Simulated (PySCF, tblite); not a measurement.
Calculations on `[CH2]N1BNBNB1C` [radical], in the order of a workflow; each names the level of the geometry that it ran on. Settings lines and outputs come from a driver script.

Species: C₂H₉B₃N₃ (doublet state).
Atom-mapped SMILES: `[CH2:1][N:2]1[BH:3][NH:4][BH:5][NH:6][B:7]1[CH3:8]` (hydrogens: H9, H10 on C1; H11 on B3; H12 on N4; H13 on B5; H14 on N6; H15, H16, H17 on C8)

Step 1: GFN2-xTB geometry optimisation, gas phase (tblite 0.8.0) (from a force-field or distance-geometry start)
```json
{"job": {"kind": "relax", "xc": "GFN2-xTB", "basis": "xTB"}, "charge": 0, "multiplicity": 2}
```
```
step      E/eV     max force
  0    -579.07690    2.902
  1    -579.44895    1.959
  2    -579.76289    0.580
...
121    -584.10898    0.016
122    -584.10901    0.018
123    -584.10905    0.015
124    -584.10908    0.012
125    -584.10910    0.009
```

Energy lowered by 116.0 kcal/mol over 125 steps; largest atomic force 0.009 eV/Å at the end. «max force» is the largest atomic force in eV/Å.

On one thread of an Arm Neoverse N1, shared host, this took 1.2 s wall.

Step 2: GFN2-xTB harmonic vibrations, gas phase (tblite 0.8.0) (on the GFN2-xTB geometry)
```json
{"job": {"kind": "ir", "xc": "GFN2-xTB", "basis": "xTB"}, "charge": 0, "multiplicity": 2}
```
```
(table of modes left out)
```

45 modes from 95 to 3465 cm⁻¹ (unscaled, harmonic); zero-point energy 82.4 kcal/mol; all wavenumbers are real at this level.

On one thread of an Arm Neoverse N1, shared host, this took 0.76 s wall.

Step 3: UKS B3LYP, pcH-1 on B C H N, non-relativistic, mean-field spin-orbit, GIAO (PySCF 2.14.0) (on the GFN2-xTB geometry)
```json
{"job": {"kind": "epr", "basis": "pcH-1"}, "charge": 0, "multiplicity": 2}
```
```
...
E = -320.67882430 Eh   <S^2> = 0.7540 (exact 0.7500)
g shifts (ppm)      1          2          3
  rmc          -137       -137       -137
  gc             -0         39         23
  oz_so         -10        341        782
  total        -147        242        668
hyperfine (MHz)  atom isotope    a_iso     a_fc   dipolar eigenvalues
    0   13C      74.73      74.73    -73.06    -71.36    144.42
    1   14N      -5.66      -5.66     -3.51     -2.68      6.19
    2   11B       3.70       3.70     -5.68     -2.50      8.18
    3   14N      -1.33      -1.33     -0.35      0.02      0.33
    4   11B       2.87       2.87     -2.99     -1.84      4.83
    5   14N      -1.30      -1.30     -0.31     -0.00      0.31
    6   11B       3.69       3.69     -5.58     -2.43      8.01
    7   13C      -2.95      -2.95     -0.54     -0.50      1.04
    8    1H     -59.34     -59.34    -35.10      0.88     34.21
    9    1H     -58.63     -58.63    -34.65      0.26     34.40
   10    1H      -5.53      -5.53     -2.63     -2.32      4.95
   11    1H      -0.03      -0.03     -1.15     -0.58      1.73
   12    1H      -3.60      -3.60     -1.88     -0.43      2.31
   13    1H      -0.09      -0.09     -1.15     -0.58      1.72
   14    1H       2.78       2.78     -2.38     -1.92      4.30
...
```

⟨S²⟩ 0.754; g_iso 2.0026. rmc, gc and oz_so are the mass-correction, gauge-correction and orbital-Zeeman/spin–orbit parts of the g shift along its three principal axes; a_iso is the isotropic hyperfine coupling and a_fc its Fermi-contact part. The log counts atoms from 0, this text from 1.

Time: 1.8 min wall (with the writing of density and orbital grids); peak memory 0.96 GiB. Hardware: one thread of an Arm Neoverse N1, on a shared host.

Geometry of the electronic-property runs (GFN2-xTB):
```
atom  x, y, z in Å
C1     0.8223   -1.9902    0.0856
N2     0.0113   -0.9039    0.0487
B3    -1.4147   -1.0769    0.1921
N4    -2.2461    0.0623    0.1534
B5    -1.7616    1.3828   -0.0207
N6    -0.3576    1.5107   -0.1574
B7     0.5549    0.4288   -0.1307
C8     2.1180    0.6852   -0.2987
H9     1.8830   -1.8816   -0.0172
H10    0.3927   -2.9642    0.2185
H11   -1.8656   -2.1510    0.3402
H12   -3.2399   -0.0745    0.2562
H13   -2.4774    2.3117   -0.0518
H14    0.0245    2.4359   -0.2832
H15    2.5182    0.1652   -1.1680
H16    2.6808    0.3303    0.5637
H17    2.3502    1.7412   -0.4213
```

 (This holds for the electronic-property runs.)

One conformer stands for the species.
